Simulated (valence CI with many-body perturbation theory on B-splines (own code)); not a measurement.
# Pr XLV: key properties

Computed by relativistic CI+MBPT: five valence electrons over a frozen Dirac-Fock core [Ne], radial functions for each j: 9 s, 9 p, 8 d, 6 f, 3 g, 1 h, with the one-electron correlation potential Σ1, the two-electron term Σ2, the three-electron term Σ3, Breit, model QED; selected CI, second order for the rest, scaled by the run's own slope (own B-spline code, finite nucleus).

No measured spectrum was set against this ion. As an estimate, large intervals hold to a few tenths of a per cent, small ones and those within an open d or f shell to about a per cent. Among the levels kept, up to 1200 cm⁻¹ of a level comes from second order outside the variational space, and about a tenth of that is noise between levels of different J, which matters for small intervals.

Levels are named by their leading jj configuration (3d3/2^4 stands for four electrons in 3d with j = 3/2), which in mixed levels can hold well under half, so a name can repeat and another be missing.

Rates and lifetimes use the calculated energies. Strong lines usually hold to 10 to 20 %, long lifetimes can be off by a factor of two.

What is the ground level?

(3s^2 3p1/2^2 3p3/2) J=3/2, composition 45 % 3s2 3p3 2P° + 28 % 3s2 3p3 4S° + 26 % 3s2 3p3 2D°, g = 1.376.

Among levels below 30.715 Ry, which E1 lines absorb most strongly from the ground level?

to (3s^2 3p1/2 3p3/2 3d3/2) J=3/2 at 3.903 nm, f = 0.286; to (3s^2 3p1/2 3p3/2 3d3/2) J=5/2 at 3.979 nm, f = 0.243; to (3s^2 3p1/2 3p3/2 3d3/2) J=1/2 at 3.899 nm, f = 0.106.

Name the longest-lived excited levels whose lifetime is computed, and their main decay.

(3s^2 3p1/2 3p3/2 3d5/2) J=9/2 at 23.434 Ry lives 5.24 μs, mostly by M1 to (3s^2 3p1/2 3p3/2 3d3/2) J=7/2; (3s^2 3p1/2 3p3/2^2) J=5/2 at 8.839 Ry lives 381 ns, mostly by M1 to (3s^2 3p1/2^2 3p3/2) J=3/2; (3s^2 3p1/2 3p3/2^2) J=1/2 at 9.672 Ry lives 101 ns, mostly by M1 to (3s^2 3p1/2^2 3p3/2) J=3/2.

What is the ionisation energy?

3514.7 eV; NIST lists 3512 ± 4 eV (theoretical).

Where does the other parity begin?

At (3s^2 3p1/2^2 3d3/2) J=3/2, 12.563 Ry.

What are the static dipole polarisabilities of the lowest levels?

(3s^2 3p1/2^2 3p3/2) J=3/2 0.00842 (tensor 0.00067) bohr³, of which the core gives 0.000126.

How well does LS coupling describe the low levels?

Among the lowest 20 levels the leading LS term, summed over configurations, holds 51 % on average. For single configurations the figures are 48 % in LS and 89 % in jj coupling. Terms mix most in the J = 5/2 level at 15.056 Ry, where the leading one holds 28 %.
